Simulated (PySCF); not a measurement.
boron oxyfluoride (BFO), singlet, at a GFN2-xTB geometry; MP2/cc-pVDZ run with PySCF.

PySCF was given this input:
```python
from pyscf import gto, scf, mp

mol = gto.Mole()
mol.atom = '''
    F    -0.000000   -0.000000   -1.189254
    B     0.000000    0.000000    0.092502
    O     0.000000    0.000000    1.280097
'''
mol.basis = 'cc-pvdz'
mol.charge = 0
mol.spin = 0
mol.verbose = 4
mol.build()

mf = scf.RHF(mol)
mf.kernel()

pt = mp.MP2(mf, frozen=3)
pt.kernel()
print('E(MP2) = %.10f' % pt.e_tot)
mf.analyze()
```

Question: What does PySCF print? Leave out banner, timings and long lists.

Answer: 
```
PySCF version 2.14.0

[INPUT] verbose = 4
[INPUT] num. atoms = 3
[INPUT] num. electrons = 22
[INPUT] charge = 0
[INPUT] spin (= nelec alpha-beta = 2S) = 0
[INPUT] symmetry False subgroup None
[INPUT] Mole.unit = angstrom
[INPUT] Symbol           X                Y                Z      unit          X                Y                Z       unit  Magmom
[INPUT]  1 F      0.000000000000   0.000000000000  -1.189254000000 AA    0.000000000000   0.000000000000  -2.247364352543 Bohr   0.0
[INPUT]  2 B      0.000000000000   0.000000000000   0.092502000000 AA    0.000000000000   0.000000000000   0.174803445975 Bohr   0.0
[INPUT]  3 O      0.000000000000   0.000000000000   1.280097000000 AA    0.000000000000   0.000000000000   2.419032742877 Bohr   0.0

nuclear repulsion = 51.8313524948743
number of shells = 15
number of NR pGTOs = 78
number of NR cGTOs = 42
basis = cc-pvdz
ecp = {}

******** <class 'pyscf.scf.hf.RHF'> ********
method = RHF
initial guess = minao
damping factor = 0
level_shift factor = 0
DIIS = <class 'pyscf.scf.diis.CDIIS'>
diis_start_cycle = 1
diis_space = 8
diis_damp = 0
SCF conv_tol = 1e-09
SCF conv_tol_grad = None
SCF max_cycles = 50
direct_scf = True
direct_scf_tol = 1e-13
Set gradient conv threshold to 3.16228e-05
Initial guess from minao.
init E= -199.362921039034
  HOMO = -0.539953546475261  LUMO = 0.0344612103923883  gap/eV = 15.63062
cycle= 1 E= -198.96498970783  delta_E= 0.398  |g|= 0.726  |ddm|= 1.77
  HOMO = -0.439051030780523  LUMO = 0.127703605514994  gap/eV = 15.42218
cycle= 2 E= -199.027048975031  delta_E= -0.0621  |g|= 0.549  |ddm|= 0.794
  HOMO = -0.538136379744929  LUMO = 0.142957745482529  gap/eV = 18.53352
cycle= 3 E= -199.082165397084  delta_E= -0.0551  |g|= 0.0533  |ddm|= 0.309
  HOMO = -0.521227764896302  LUMO = 0.149713628912902  gap/eV = 18.25725
cycle= 4 E= -199.083195272621  delta_E= -0.00103  |g|= 0.0232  |ddm|= 0.0515
  HOMO = -0.523258402414216  LUMO = 0.14991245854818  gap/eV = 18.31791
cycle= 5 E= -199.083399149703  delta_E= -0.000204  |g|= 0.00825  |ddm|= 0.0231
  HOMO = -0.523611624691235  LUMO = 0.149004158149729  gap/eV = 18.30281
cycle= 6 E= -199.083429578162  delta_E= -3.04e-05  |g|= 0.00247  |ddm|= 0.00922
  HOMO = -0.523487314353081  LUMO = 0.149033450987417  gap/eV = 18.30022
cycle= 7 E= -199.083432761313  delta_E= -3.18e-06  |g|= 0.000245  |ddm|= 0.00391
  HOMO = -0.523512875296681  LUMO = 0.149051130282106  gap/eV = 18.30140
cycle= 8 E= -199.083432788718  delta_E= -2.74e-08  |g|= 5.66e-05  |ddm|= 0.000349
  HOMO = -0.523507362269041  LUMO = 0.14905438267006  gap/eV = 18.30134
cycle= 9 E= -199.083432790234  delta_E= -1.52e-09  |g|= 1.23e-05  |ddm|= 7.45e-05
  HOMO = -0.523508269795558  LUMO = 0.149053386209876  gap/eV = 18.30133
cycle= 10 E= -199.083432790316  delta_E= -8.2e-11  |g|= 1.72e-06  |ddm|= 1.84e-05
  HOMO = -0.523508027403222  LUMO = 0.149053474179905  gap/eV = 18.30133
Extra cycle  E= -199.083432790318  delta_E= -1.31e-12  |g|= 6.98e-07  |ddm|= 2.02e-06
converged SCF energy = -199.083432790318

******** <class 'pyscf.mp.mp2.RMP2'> ********
nocc = 8, nmo = 39
frozen orbitals 3
E(RMP2) = -199.528019369428  E_corr = -0.444586579110364
E(SCS-RMP2) = -199.510630364671  E_corr = -0.427197574353418
E_corr(same-spin) = -0.122661139129637
E_corr(oppo-spin) = -0.321925439980727
E(MP2) = -199.5280193694
**** SCF Summaries ****
Total Energy =                        -199.083432790317545
Nuclear Repulsion Energy =              51.831352494874338
One-electron Energy =                 -378.281727378971937
Two-electron Energy =                  127.366942093780025
Two-electron Coulomb Energy =          149.656982447000274
DFT Exchange-Correlation Energy =      -22.290040353220249
HOMO-LUMO gap [eV] =                    18.301330641769308
**** MO energy ****
MO #1   energy= -26.3891359287535  occ= 2
MO #2   energy= -20.5638111821767  occ= 2
MO #3   energy= -7.72439994373721  occ= 2
MO #4   energy= -1.7044734261066   occ= 2
MO #5   energy= -1.34550310341838  occ= 2
MO #6   energy= -0.846153290853703 occ= 2
MO #7   energy= -0.758653164211143 occ= 2
MO #8   energy= -0.758653164211135 occ= 2
MO #9   energy= -0.636121636178002 occ= 2
MO #10  energy= -0.523508027403231 occ= 2
MO #11  energy= -0.523508027403222 occ= 2
MO #12  energy= 0.149053474179905  occ= 0
MO #13  energy= 0.199014935813212  occ= 0
MO #14  energy= 0.199014935813217  occ= 0
MO #15  energy= 0.331183339505327  occ= 0
MO #16  energy= 0.445430041861819  occ= 0
MO #17  energy= 0.445430041861823  occ= 0
MO #18  energy= 0.582764141110243  occ= 0
MO #19  energy= 0.839749228974875  occ= 0
 ** Mulliken pop on meta-lowdin orthogonal AOs  **
 ** Mulliken pop  **
 ** Mulliken atomic charges  **
charge of    0F =     -0.27079
charge of    1B =      0.75173
charge of    2O =     -0.48094
Dipole moment(X, Y, Z, Debye):  0.00000,  0.00000, -2.11833
```
